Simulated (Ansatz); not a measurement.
C₂H₄F₂, SMILES FCCF.

Geometry optimised at PBE-D3(BJ)/def2-SVP. One conformer was computed; it need not be the lowest.

Two levels are set side by side: PBE/def2-SVPD (Ansatz, a first-principles code) and CAM-B3LYP/def2-SVPD (Ansatz). Energy differences of separate SCF runs at the same geometry; the states with an electron removed or added have multiplicity 2 and 2. Differences are taken from unrounded values.

| quantity | PBE |
|---|---|
| vertical ionisation energy (eV) | 11.64 |
| vertical singlet–triplet gap (eV) | 8.12 |

### Question
These are the PBE values. What does CAM-B3LYP give? (Estimate from the structure and the level; the computed values follow.)

### Answer

```csv
quantity,CAM-B3LYP,PBE minus CAM-B3LYP
vertical ionisation energy (eV),12.47,-0.84
vertical singlet–triplet gap (eV),9.19,-1.07
```
